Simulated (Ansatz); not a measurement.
Gas-phase electronic energies from Ansatz, PBE0-D4/def2-TZVP geometries. CCSD(T)/CBS is the MP2 limit (def2-TZVPP, def2-QZVPP) plus CCSD(T) − MP2 in def2-TZVPP, frozen cores. This one scheme is used for every species. Functionals use def2-TZVPP. HSE06 is defined as in plane-wave codes. For Br outer-core shells are correlated without core-valence functions, which leaves a few kJ/mol of doubt a bond. Scalar relativity is left out up to krypton. One conformer a species, not always the lowest.

Consider the ligand exchange at the Al–F bond: `C[CH2][Al]([F])[F]` + HBr → `C[CH2][Al]([F])[Br]` + H–F.

`C[CH2][Al]([F])[F]`:

```xyz
10

C    -0.326    0.705   -1.083
C     0.641    0.119   -0.054
Al   -0.159   -0.952    1.349
F    -1.784   -1.187    1.453
F     0.757   -1.679    2.506
H     0.202    1.298   -1.835
H    -1.069    1.356   -0.617
H    -0.877   -0.076   -1.611
H     1.400   -0.501   -0.544
H     1.214    0.917    0.436
```

HBr:

Z-matrix (Å, degrees):
```
Br
H 1 1.420
```

`C[CH2][Al]([F])[Br]`:

```xyz
10

C     0.857   -0.488   -0.892
C     0.252   -0.431    0.509
Al   -1.182    0.848    0.763
F    -1.917    1.013    2.228
Br   -1.941    2.179   -0.884
H     1.656   -1.232   -0.952
H     0.110   -0.748   -1.645
H     1.282    0.474   -1.189
H    -0.139   -1.413    0.805
H     1.021   -0.202    1.257
```

H–F:

Cartesian coordinates in Å:
```
F -0.238 0.378 0.108
H 0.238 -0.378 -0.108
```

```csv
level,ΔE (kJ/mol),difference from CCSD(T)/CBS
LDA (SPW92),20.8,2.7
PBE-D4,18.7,0.6
revPBE-D4,18.2,0.1
BLYP-D4,30.8,12.7
r2SCAN-D4,22.2,4.1
B97M-V,28.2,10.1
PBE0-D4,14.0,-4.1
r2SCANh-D4,20.2,2.1
r2SCAN0-D4,17.6,-0.5
HSE06-D4,13.3,-4.8
CAM-B3LYP-D4,30.5,12.4
ωB97X-V,23.1,5.0
ωB97M-V,22.0,3.9
B2PLYP,27.8,9.7
PBE-QIDH,14.9,-3.2
PBE,22.2,4.1
revPBE,22.7,4.6
BLYP,37.4,19.3
r2SCAN,23.1,5.0
PBE0,17.3,-0.8
r2SCANh,21.3,3.2
r2SCAN0,18.8,0.7
HSE06,16.6,-1.5
BHLYP,28.4,10.3
CAM-B3LYP,34.2,16.1
LC-ωPBE,24.4,6.3
HF/def2-SVP,26.8,8.7
MP2/def2-SVP,27.8,9.7
CCSD/def2-SVP,32.3,14.2
CCSD(T)/def2-SVP,31.5,13.4
HF/def2-TZVPP,24.0,5.9
MP2/def2-TZVPP,17.7,-0.4
SCS-MP2/def2-TZVPP,23.4,5.3
CCSD/def2-TZVPP,23.5,5.4
CCSD(T)/def2-TZVPP,22.0,3.9
HF/def2-QZVPP,26.9,8.8
MP2/def2-QZVPP,16.4,-1.7
SCS-MP2/def2-QZVPP,22.3,4.2
HF/CBS(def2),27.3,9.2
MP2/CBS(def2),13.7,-4.4
CCSD(T)/CBS,18.1,0
```

Largest T1 diagnostic among the species: 0.012.

At CCSD(T), def2-SVP lies +13.4 kJ/mol from the extrapolated value and def2-TZVPP +3.9 kJ/mol. The D4 term adds −5.8 kJ/mol with B3LYP and −3.3 kJ/mol with PBE0; it sums over pairs of atoms, weighted by their polarisabilities, and B3LYP, whose exchange is more repulsive, gets the larger term.

B3LYP here is the variant with VWN-RPA as its local correlation; programs differ in this.
